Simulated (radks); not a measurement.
Species: the lutetium ion Lu6+. Configuration: [Kr] 4d10 4f13 5s2 5p4.

All-electron calculation, Dirac Kohn-Sham, BLYP, spin-unpolarised, spherical densities, point nucleus; open shells fill j = l - 1/2 first. Program: a radial shooting solver on a logarithmic mesh with Libxc functionals.

Energy parts (hartree):
part                       energy
total                 -14572.3420
kinetic                16249.9806
electron-nucleus      -36040.6524
Hartree                 5518.5288
exchange-correlation    -300.1990

Orbitals (lengths in bohr, moments of r in powers of bohr; <r^-3> diverges for s and p1/2; r(max) is where P^2 peaks):
orbital  occ.  eigenvalue (hartree)   <1/r>  <r^-3>   r(max)      <r^2>  small-component weight
1s1/2       2             -2324.678   82.25       -  0.01213  0.0005119                7.12e-02
2s1/2       2             -398.0911   19.89       -  0.06948   0.007858                1.60e-02
2p1/2       2             -380.0914   19.86       -  0.05192   0.005640                1.61e-02
2p3/2       4             -339.0050   16.96   14150  0.05844   0.006849                1.46e-02
3s1/2       2             -92.64153   7.294       -   0.1960    0.05158                5.22e-03
3p1/2       2             -84.68516   7.209       -   0.1838    0.04752                5.16e-03
3p3/2       4             -75.92209   6.463    3144   0.1973    0.05423                4.75e-03
3d3/2       4             -62.42601   6.353   539.9   0.1551    0.04235                4.63e-03
3d5/2       6             -60.51276   6.174   465.6   0.1589    0.04420                4.52e-03
4s1/2       2             -20.94534   3.057       -   0.4464     0.2576                1.70e-03
4p1/2       2             -17.70582   2.947       -   0.4472     0.2674                1.61e-03
4p3/2       4             -15.70586   2.688   717.8   0.4759     0.3042                1.45e-03
4d3/2       4             -10.37941   2.469   106.7   0.4753     0.3373                1.27e-03
4d5/2       6             -10.01309   2.406   90.26   0.4845     0.3514                1.22e-03
5s1/2       2              -5.12325   1.200       -    1.023      1.401                3.88e-04
5p1/2       2              -4.15568   1.090       -    1.095      1.662                3.27e-04
5p3/2       2              -3.84253   1.010   112.5    1.169      1.885                2.93e-04
4f5/2       6              -3.45484   1.920   15.32   0.4623     0.5509                8.26e-04
4f7/2       7              -3.39448   1.894   14.65   0.4674     0.5670                8.08e-04
5d3/2       0              -2.49330  0.7927   11.55    1.416      2.953                1.89e-04
5d5/2       0              -2.45404  0.7778   9.830    1.442      3.053                1.83e-04
6s1/2       0              -2.11101  0.5581       -    2.262      6.106                1.15e-04

The highest occupied level is 4f7/2 at -92.369 eV. Summed over all electrons, <r^2> = 23.80 bohr^2, which gives a Langevin (diamagnetic) susceptibility term of -18.9 x 10^-6 cm^3/mol. For comparison, the ionisation energy in NIST's Atomic Spectra Database is 117 eV (theoretical). In exact Kohn-Sham theory the highest level is minus the ionisation energy, but local and semilocal functionals leave it too shallow, through self-interaction and a potential that decays too fast; potentials with the right tail come closer. The density falls to 0.001 e/bohr^3 at r = 2.68 bohr.

Beside tabulated values, note that spin-unpolarised runs miss the spin-polarisation part of the exchange energy of open shells.
